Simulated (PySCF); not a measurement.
Vertical excitations of a molecule CH5F3Si2 from TDA-PBE/def2-SVPD (PySCF), as energy in eV (oscillator strength): 7.00 (0.044), 7.32 (0.006), 7.64 (0.014), 7.70 (0.005), 7.84 (0.002), 7.95 (0.005), 8.03 (0.043), 8.12 (0.010), 8.31 (0.007), 8.40 (0.029). Lowest triplet (TDA): 6.64 eV. Coordinates come from a PBE-D3(BJ)/def2-SVP optimisation. Other conformers were not sampled.

### Question
Identify the compound among the candidates.
A. C[SiH2][Si](F)(F)F
B. C[Si](F)(F)[SiH2]F
C. F[C@@H]([SiH3])[SiH](F)F
D. F[SiH2]C[SiH](F)F

### Answer
D, F[SiH2]C[SiH](F)F
